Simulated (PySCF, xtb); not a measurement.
C2H5F2NSi, SMILES C/C=N/[SiH](F)F.

GFN2-xTB (xtb) at its own geometry gives an orbital gap of 2.96 eV and a dipole moment of 3.94 D.

Geometry: r2SCAN-D4/def2-SVP. The structure was generated by enumeration; whether it is a known compound was not checked. The values are those of a single conformer.

Question: What does PySCF with CAM-B3LYP/def2-TZVP give? (Estimate from the structure and the level; the computed values follow.)

Answer: gap 9.09 eV (levels -9.12 and -0.03 eV), dipole 3.01 D.
